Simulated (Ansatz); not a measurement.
Cartesian coordinates (Å):
SMILES: I[SiH2]
```xyz
4

Si    -0.2941     0.0116     0.4235
I      2.1037    -0.0861    -0.0912
H     -0.8549     1.2547    -0.1650
H     -0.9547    -1.1802    -0.1673
```
Charge 0, spin multiplicity 2.

All values below come from frozen-core CCSD(T)/def2-TZVPP // B3LYP-D3(BJ)/def2-TZVP (Ansatz, a program for electronic structure).

```
Quantity                       Result
----------------------  -------------
HF energy               -586.76672 Ha
MP2 correlation energy    -0.60065 Ha
```

Task: Estimate the CCSD correlation energy, the (T) correction, the total energy and the T1 diagnostic.

Result: 
```
Property                         Value
-----------------------  -------------
CCSD correlation energy    -0.59131 Ha
(T) correction             -0.01464 Ha
CCSD(T) total energy     -587.37267 Ha
T1 diagnostic                    0.012
```
